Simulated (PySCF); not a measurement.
From one molecule to another.

First species: C6H7N.
InChI=1S/C6H7N/c1-6-4-2-3-5-7-6/h2-5H,1H3

Second species: C3H7FOSi.
Z-matrix (Å and degrees, GFN2-xTB geometry), rows numbered from 1:
```
O 
Si  1  1.6275
C   2  1.8833  1  111.52
C   3  1.3252  2  124.71  1     8.78
C   4  1.4971  3  125.62  2   179.10
F   5  1.3721  4  112.48  3     1.41
H   1  0.9531  2  122.01  3    59.67
H   2  1.4666  1  110.55  3  -120.12
H   2  1.4561  1  101.22  3   119.19
H   3  1.0820  2  117.83  1  -172.09
H   4  1.0827  3  121.50  2    -0.51
H   5  1.0982  4  110.96  3   120.84
H   5  1.0981  4  110.79  3  -117.94
```

Levels: PBE0/pcSseg-1 for dipole moment, HOMO energy, LUMO energy and HOMO–LUMO gap; GFN2-xTB for rotational constant A and rotational constant C. Geometries: GFN2-xTB. All species are isolated and taken at one optimised geometry, non-relativistic unless stated. Electronic properties by PySCF.

The conformers computed, where there is a choice (atom-mapped SMILES and torsion angles):
- `[OH:1][SiH2:2]/[CH:3]=[CH:4]/[CH2:5][F:6]`: O1–Si2–C3–C4 9°, C3–C4–C5–F6 1°, H–O1–Si2–C3 60°

Values for the first species:

- Dipole moment: 1.94 D
- HOMO energy: -7.28 eV
- LUMO energy: -0.61 eV
- HOMO–LUMO gap: 6.67 eV
- Rotational constant A: 5.782 GHz
- Rotational constant C: 1.848 GHz

(1) Estimate the same properties for the second species, and the change in each.

Answers

(1) 
| property | first | second | second less first |
| --- | --- | --- | --- |
| dipole moment | 1.94 D | 2.18 D | +0.24 D |
| HOMO energy | -7.28 eV | -7.80 eV | -0.52 eV |
| LUMO energy | -0.61 eV | -0.35 eV | +0.26 eV |
| HOMO–LUMO gap | 6.67 eV | 7.45 eV | +0.78 eV |
| rotational constant A | 5.782 GHz | 8.466 GHz | +2.684 GHz |
| rotational constant C | 1.848 GHz | 1.011 GHz | -0.837 GHz |

On the first: The dipole matches unit charges of opposite sign 0.40 Å apart (1 e·Å = 4.8032 D).

On the second: The dipole matches unit charges of opposite sign 0.45 Å apart (1 e·Å = 4.8032 D).
